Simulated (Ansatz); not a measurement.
Reaction (redistribution): `[NH2][GeH]([F])[SiH3]` + `[NH2][Ta]([NH2])(=[O])[OH]` → `[OH][GeH]([F])[SiH3]` + `[NH2][Ta]([NH2])([NH2])=[O]`

Computed with Ansatz on PBE0-D4/def2-TZVP structures; ΔE is electronic, products minus reactants. CCSD(T)/CBS is the MP2 limit (def2-TZVPP, def2-QZVPP) plus CCSD(T) − MP2 in def2-TZVPP, frozen cores. Functionals use def2-TZVPP. B3LYP here is the variant with VWN-RPA as its local correlation; programs differ in this. def2 core potentials past Kr. For Ge, Ta outer-core shells are correlated without core-valence functions, which leaves a few kJ/mol of doubt a bond. Scalar relativity is left out up to krypton. One conformer a species, not always the lowest.

(1) Is it downhill or uphill in electronic energy at CCSD(T)/CBS, and by how much? (An estimate is asked.)

(2) What do these levels give: r2SCAN-D4, PBE0-D4, B3LYP-D4, ωB97M-V, B2PLYP, PBE0, B3LYP, HF/def2-TZVPP, SCS-MP2/def2-TZVPP, HF/def2-QZVPP, MP2/def2-QZVPP, SCS-MP2/def2-QZVPP? (Estimate.)

Largest T1 diagnostic among the species: 0.020.

## Answers

(1) Computed: Uphill: ΔE = +8.5 kcal/mol.

(2) Ansatz gave: r2SCAN-D4 8.8, PBE0-D4 8.8, B3LYP-D4 8.6, ωB97M-V 9.0, B2PLYP 8.6, PBE0 8.9, B3LYP 8.6, HF/def2-TZVPP 9.0, SCS-MP2/def2-TZVPP 8.3, HF/def2-QZVPP 8.7, MP2/def2-QZVPP 8.3, SCS-MP2/def2-QZVPP 8.2 kcal/mol.
